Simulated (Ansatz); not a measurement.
In₃As₃H₁₂⁻, a cluster cut from wurtzite InAs (hydrogen-capped). Total charge -1; doublet. Geometry r2SCAN-D4/def2-SVP, that of the neutral singlet; atoms count from 1.

Cartesian coordinates in Å:
```
As 0.4544 -0.2223 2.2651
In 2.1968 1.5296 1.1306
As 0.7024 1.9164 -1.1076
In -0.7454 -2.4747 1.3272
As -1.6653 -1.3106 -0.9511
In -0.4437 0.1861 -2.8642
H 1.0814 -0.6189 3.5845
H -0.6479 0.6182 2.8731
H 2.1259 2.9860 2.0489
H 3.5585 0.5988 0.6399
H -0.3795 2.9030 -0.7242
H 1.4931 2.8880 -1.9572
H -2.1122 -2.7803 2.3311
H 0.5278 -3.5273 0.8448
H -2.9145 -0.5513 -0.5587
H -2.3897 -2.4082 -1.7006
H 0.8369 -0.7830 -3.4827
H -1.6788 1.0506 -3.6989
```

In the def2 sets In takes a core potential; there is no spin–orbit coupling. The highest occupied level of the charge -1 doublet lies above zero (up to 1.14 eV). Energy differences put its binding near zero (-0.02 eV; vertical, against the charge 0 singlet, at PBE0-D4/def2-TZVP), which leaves it undecided.

(1) Estimate the Mulliken populations from the PBE0/def2-TZVP orbitals of Ansatz.

(2) Where does the spin sit?

(3) And the Mayer bond orders between heavy atoms (over 0.3)?

## Answers

(1) 
```
atom  charge (e)  spin (α − β)
 As1       -0.34         -0.02
 In2        0.13          0.46
 As3       -0.37          0.00
 In4        0.13          0.46
 As5       -0.37          0.00
 In6        0.34          0.14
  H7        0.08         -0.02
  H8        0.04          0.03
  H9       -0.14         -0.02
 H10       -0.14         -0.02
 H11        0.05          0.01
 H12        0.06          0.00
 H13       -0.14         -0.02
 H14       -0.14         -0.02
 H15        0.05          0.01
 H16        0.06          0.00
 H17       -0.14          0.01
 H18       -0.16          0.02
```
Mulliken values depend strongly on the basis.

(2) Summed by element: As -0.02, In 1.06, H -0.03, of 1 unpaired in all. Largest on single atoms: In2 0.46, In4 0.46, In6 0.14.

(3) As1–In2 0.58 (2.72 Å); As1–In4 0.58 (2.72 Å); In2–As3 0.57 (2.72 Å); As3–In6 0.58 (2.72 Å); In4–As5 0.57 (2.72 Å); As5–In6 0.58 (2.72 Å).
